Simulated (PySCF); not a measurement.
# Correlation energy of Tb³⁰⁺ (terbium, charge +30)

Starting occupation: [Ar] 3d10 4s2 4p5, 4p1/2 with m_j = +1/2, 4p3/2 with m_j = -3/2, -1/2, +1/2, +3/2. Computed with PySCF 2.14 in an uncontracted even-tempered set (17 s from 2.8 bohr⁻², ratio 2.8; 14 p from 3.6 bohr⁻², ratio 2.8; 8 d from 6.4 bohr⁻², ratio 2.8; 4 f from 19 bohr⁻², ratio 3), with X2C-1e with screened-nucleus spin-orbit coupling, Gaussian nucleus. Frozen: [Ne]; 25 electrons correlated; the 80 highest virtual spinors left out.

MP2 pair energies summed by pair of shells (mhartree):

```json
{"pair": "3d3/2-3d5/2", "energy": "-181.41", "share (%)": "17.7"}
{"pair": "3d5/2-3d5/2", "energy": "-127.81", "share (%)": "12.4"}
{"pair": "4p3/2-4p3/2", "energy": "-98.18", "share (%)": "9.6"}
{"pair": "3d5/2-4p3/2", "energy": "-66.23", "share (%)": "6.4"}
{"pair": "3d3/2-3d3/2", "energy": "-55.62", "share (%)": "5.4"}
{"pair": "3d5/2-3p3/2", "energy": "-49.76", "share (%)": "4.8"}
{"pair": "4p1/2-4p3/2", "energy": "-44.51", "share (%)": "4.3"}
{"pair": "3d3/2-4p3/2", "energy": "-43.57", "share (%)": "4.2"}
{"pair": "4p3/2-4s1/2", "energy": "-34.72", "share (%)": "3.4"}
{"pair": "3d3/2-3p3/2", "energy": "-33.95", "share (%)": "3.3"}
{"pair": "3d5/2-3p1/2", "energy": "-28.04", "share (%)": "2.7"}
{"pair": "3d5/2-4s1/2", "energy": "-22.72", "share (%)": "2.2"}
{"pair": "3d5/2-3s1/2", "energy": "-19.37", "share (%)": "1.9"}
{"pair": "3p1/2-3p3/2", "energy": "-19.08", "share (%)": "1.9"}
{"pair": "3p3/2-3p3/2", "energy": "-18.78", "share (%)": "1.8"}
{"pair": "3d3/2-3p1/2", "energy": "-18.45", "share (%)": "1.8"}
{"pair": "3d5/2-4p1/2", "energy": "-18.37", "share (%)": "1.8"}
{"pair": "3p3/2-4p3/2", "energy": "-18.21", "share (%)": "1.8"}
{"pair": "3d3/2-4s1/2", "energy": "-15.40", "share (%)": "1.5"}
{"pair": "4p1/2-4s1/2", "energy": "-13.86", "share (%)": "1.3"}
{"pair": "3d3/2-3s1/2", "energy": "-13.22", "share (%)": "1.3"}
{"pair": "3d3/2-4p1/2", "energy": "-11.92", "share (%)": "1.2"}
{"pair": "3p3/2-4s1/2", "energy": "-9.93", "share (%)": "1.0"}
{"pair": "3p1/2-4p3/2", "energy": "-9.74", "share (%)": "0.9"}
{"pair": "3p3/2-3s1/2", "energy": "-9.41", "share (%)": "0.9"}
{"pair": "4s1/2-4s1/2", "energy": "-9.30", "share (%)": "0.9"}
{"pair": "3p1/2-3s1/2", "energy": "-5.36", "share (%)": "0.5"}
{"pair": "3p1/2-3p1/2", "energy": "-5.32", "share (%)": "0.5"}
{"pair": "3s1/2-4p3/2", "energy": "-5.24", "share (%)": "0.5"}
{"pair": "3p3/2-4p1/2", "energy": "-5.18", "share (%)": "0.5"}
```

Total MP2 correlation energy: -1027.6 mhartree.

At this charge the one-electron X2C treatment keeps the bare 1/r₁₂, with no two-electron picture change or Breit term. The effect here is smaller than on the frozen 1s shell.
